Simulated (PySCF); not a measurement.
# Working out the ionisation energy of Sc

Sc [Ar] 3d1 4s2 (2D) → Sc⁺ [Ar] 3d1 4s1 (3D). Calculation: PySCF 2.14, in aug-cc-pVDZ-DK; scalar relativity by spin-free X2C-1e. Frozen: [Ar]. Energies in hartree (1 hartree = 27.21139 eV):

```
             part   Sc (lower)  Sc⁺ (upper)
              UHF  -763.283460  -763.085149
MP2 opposite-spin    -0.024243     0.000000
    MP2 same-spin    -0.002509    -0.002510
```

Question: What does Hartree-Fock give?

Answer: (-763.085149) − (-763.283460) = 0.198311 hartree = 5.396 eV.

Question: What do MP2 and SCS-MP2 (6/5 opposite-spin, 1/3 same-spin) give?

Answer: The opposite-spin parts differ by 0.660 eV and the same-spin parts by 0.000 eV. MP2: 5.396 + (0.660) + (0.000) = 6.056 eV. SCS-MP2: 5.396 + 1.2 × (0.660) + (0.000)/3 = 6.188 eV.

Measured between the centres of the two terms (NIST): 6.562 eV, so MP2 (valence) is off by -0.506 eV.

A double-zeta basis recovers only part of the correlation energy.

What remains against the reference includes basis incompleteness, the frozen core and correlation beyond second order.
